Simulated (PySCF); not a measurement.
Isomers of C8H20AlN, mass 157.141 u with the commonest isotopes. Method used: PySCF, PBE0-D3(BJ)/def2-SVP geometry optimisation, gas phase. One conformer each, none proved a minimum here; rigid rotors.

Question: Order these by rotational constant A, largest first.
A. `[CH3:1][CH2:2][CH2:3][C@@H:4]1[CH2:5][CH2:6][AlH2-:7][N+:8]1([CH3:9])[CH3:10]` with C1–C2–C3–C4 -179°, C2–C3–C4–C5 -74°, C3–C4–C5–C6 178°, C4–C5–C6–Al7 35°, C5–C6–Al7–N8 -8°, C6–Al7–N8–C9 101°
B. `[CH3:1][CH:2]([CH3:3])[Al@@H-:4]1[CH2:5][CH2:6][CH2:7][N+:8]1([CH3:9])[CH3:10]` with C1–C2–Al4–C5 -71°, C2–Al4–C5–C6 -111°, Al4–C5–C6–C7 -26°, C5–C6–C7–N8 51°, C6–C7–N8–C9 -166°
C. `[CH3:1][CH:2]([CH3:3])[C@@H:4]1[CH2:5][CH2:6][AlH2-:7][N+:8]1([CH3:9])[CH3:10]` with C1–C2–C4–C5 -89°, C2–C4–C5–C6 173°, C4–C5–C6–Al7 36°, C5–C6–Al7–N8 -9°, C6–Al7–N8–C9 103°

Answer: A (1810 MHz), C (1585 MHz), B (1535 MHz).

Question: Order these by rotational constant C, largest first.
A. `[CH3:1][CH:2]([CH3:3])[Al@@H-:4]1[CH2:5][CH2:6][CH2:7][N+:8]1([CH3:9])[CH3:10]` with C1–C2–Al4–C5 -71°, C2–Al4–C5–C6 -111°, Al4–C5–C6–C7 -26°, C5–C6–C7–N8 51°, C6–C7–N8–C9 -166°
B. `[CH3:1][CH:2]([CH3:3])[C@@H:4]1[CH2:5][CH2:6][AlH2-:7][N+:8]1([CH3:9])[CH3:10]` with C1–C2–C4–C5 -89°, C2–C4–C5–C6 173°, C4–C5–C6–Al7 36°, C5–C6–Al7–N8 -9°, C6–Al7–N8–C9 103°
C. `[CH3:1][CH2:2][CH2:3][C@@H:4]1[CH2:5][CH2:6][AlH2-:7][N+:8]1([CH3:9])[CH3:10]` with C1–C2–C3–C4 -179°, C2–C3–C4–C5 -74°, C3–C4–C5–C6 178°, C4–C5–C6–Al7 35°, C5–C6–Al7–N8 -8°, C6–Al7–N8–C9 101°

Answer: B (730.5 MHz), A (647.5 MHz), C (567.6 MHz).

Question: Order these by radius of gyration √(Σ m r²/M), smallest first.
A. `[CH3:1][CH2:2][CH2:3][C@@H:4]1[CH2:5][CH2:6][AlH2-:7][N+:8]1([CH3:9])[CH3:10]` with C1–C2–C3–C4 -179°, C2–C3–C4–C5 -74°, C3–C4–C5–C6 178°, C4–C5–C6–Al7 35°, C5–C6–Al7–N8 -8°, C6–Al7–N8–C9 101°
B. `[CH3:1][CH:2]([CH3:3])[C@@H:4]1[CH2:5][CH2:6][AlH2-:7][N+:8]1([CH3:9])[CH3:10]` with C1–C2–C4–C5 -89°, C2–C4–C5–C6 173°, C4–C5–C6–Al7 36°, C5–C6–Al7–N8 -9°, C6–Al7–N8–C9 103°
C. `[CH3:1][CH:2]([CH3:3])[Al@@H-:4]1[CH2:5][CH2:6][CH2:7][N+:8]1([CH3:9])[CH3:10]` with C1–C2–Al4–C5 -71°, C2–Al4–C5–C6 -111°, Al4–C5–C6–C7 -26°, C5–C6–C7–N8 51°, C6–C7–N8–C9 -166°

Answer: B (2.264 Å), C (2.336 Å), A (2.475 Å).

| SMILES | point group | Ia (u·Å²) | Ib (u·Å²) | Ic (u·Å²) | κ | μa (D) | μb (D) | μc (D) |
| --- | --- | --- | --- | --- | --- | --- | --- | --- |
| C[CH](C)[Al@@H-]1[CH2]CC[N+]1(C)C | C1 | 329.25 | 605.01 | 780.45 | -0.58 | 3.40 | 2.30 | 1.78 |
| CCC[C@@H]1C[CH2][AlH2-][N+]1(C)C | C1 | 279.19 | 754.98 | 890.45 | -0.84 | 4.44 | 1.88 | 0.81 |
| CC(C)[C@@H]1C[CH2][AlH2-][N+]1(C)C | C1 | 318.82 | 600.38 | 691.81 | -0.74 | 4.44 | 1.83 | 0.44 |
